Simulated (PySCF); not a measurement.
Computed XPS line lists of a few unrelated compounds.

Computed, not measured: delta-SCF UKS SCAN, pcX-2 on the ionised atom, pcseg-1 elsewhere, spin-free X2C (PySCF). Geometries: PBE0-D3(BJ)/def2-SVP; isolated species, one conformer each.

Line lists (1s up to Mg, 2p3/2 beyond; areas count atoms within a level, one atom standing for each set equivalent by bonding):
1. C 1s: 292.52 (area 1), 292.63 (area 1), 293.33 (area 1) eV; N 1s: 405.36 (area 1), 405.92 (area 1) eV
2. C 1s: 290.02 (area 1), 290.35 (area 1), 290.44 (area 1), 290.49 (area 1), 290.64 (area 1), 290.89 (area 1), 291.69 (area 1), 292.06 (area 1) eV; Cl 2p3/2: 205.61 eV
3. C 1s: 289.98 (area 1), 290.08 (area 1), 290.15 (area 1), 290.17 (area 1), 290.17 (area 1), 290.18 (area 1), 290.19 (area 1), 290.21 (area 1), 290.41 (area 1) eV

Structures:
A. `C#C[C@]1(CCl)C=CCC1`
B. `C=NCC#N`
C. `C[C@H]1CC12CCCCC2`

**Question.** Which list belongs to which compound?

**Answer.** 
- 1 = B: no other candidate has this set of levels. C 1s: 292.52 nitrile carbon, 292.63 imine carbon, 293.33 sp3 carbon bound to nitrogen; N 1s: 405.36 nitrile nitrogen, 405.92 imine nitrogen.
- 2 = A: no other candidate has this set of levels. C 1s: 290.02 terminal alkyne carbon, 290.35 alkene CH carbon, 290.44 alkene CH carbon, 290.49 alkyne carbon, 290.64 ring CH2 carbon, 290.89 allylic carbon, 291.69 allylic carbon, 292.06 sp3 C–Cl carbon; Cl 2p3/2: 205.61 alkyl chlorine.
- 3 = C: no other candidate has this set of levels. C 1s: 289.98 three-membered-ring carbon, 290.08 sp3 carbon at a ring junction, 290.15 three-membered-ring carbon, 290.17 ring CH2 carbon, 290.17 ring CH2 carbon, 290.18 ring CH2 carbon, 290.19 ring CH2 carbon, 290.21 ring CH2 carbon, 290.41 methyl carbon.

The 2p values aren't plain energy differences: one relaxed spin-free 2p hole is combined with a matrix within the shell (ground-state 2p orbital-energy differences and spin–orbit coupling). 2p3/2, the mean of its two sublevels, lies a third of the splitting below the shell's mean and 2p1/2 two thirds above it; the statistical areas are 2:1. 1 of these hole states is spin-contaminated (⟨S²⟩ 0.87, against 0.75; counted from 0.85) and less certain.
